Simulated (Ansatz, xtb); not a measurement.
Ligand exchange: ICl + CH2F2 → HI + CHClF2

Species: ICl, singlet; CH2F2 (difluoromethane) `FCF`, singlet; HI (hydrogen iodide), singlet; CHClF2 (difluorochloromethane) `FC(F)Cl`, singlet. The partners trade Cl for H: I–Cl and C–H bonds give way to I–H and C–Cl.

Shapes, held fixed at every level: PBE0-D4/def2-TZVP. Programs: Ansatz 0.2.0, xtb 6.7.1. The zero-point and thermal change to 298 K, harmonic and unscaled (PBE0-D4/def2-TZVP), is -12.1 kJ/mol.

(1) Estimate the reaction enthalpy at 298 K.

Answers

(1) From tabulated heats of formation (Active Thermochemical Tables), ΔH(298 K) = -22.7 kJ/mol. Nearest: BHLYP-D4/def2-TZVPP (-2.7); farthest: MP2/def2-SVP (-40.2). 1 of 8 levels lie within 10 kJ/mol. The wrong sign comes from GFN2-xTB. For atoms past krypton def2 sets carry core potentials with scalar relativity. Correlated rows may include outer-core shells of I, which these sets cover unevenly.

```json
{"level": "GFN2-xTB", "kind": "semi-empirical", "ΔH (kJ/mol)": "+5.4", "computed − measured": "+28.1"}
{"level": "HF/def2-SVP", "kind": "Hartree–Fock", "ΔH (kJ/mol)": "-38.3", "computed − measured": "-15.6"}
{"level": "BHLYP-D4/def2-TZVPP", "kind": "global hybrid", "ΔH (kJ/mol)": "-25.4", "computed − measured": "-2.7"}
{"level": "MP2/def2-SVP", "kind": "perturbation theory", "ΔH (kJ/mol)": "-62.9", "computed − measured": "-40.2"}
{"level": "CCSD(T)/def2-SVP", "kind": "coupled cluster or CI", "ΔH (kJ/mol)": "-56.7", "computed − measured": "-34.0"}
{"level": "CCSD/def2-SVP", "kind": "coupled cluster or CI", "ΔH (kJ/mol)": "-54.3", "computed − measured": "-31.6"}
{"level": "CCSD/def2-TZVPP", "kind": "coupled cluster or CI", "ΔH (kJ/mol)": "-38.0", "computed − measured": "-15.3"}
{"level": "CCSD(T)/def2-TZVPP", "kind": "coupled cluster or CI", "ΔH (kJ/mol)": "-39.8", "computed − measured": "-17.2"}
```
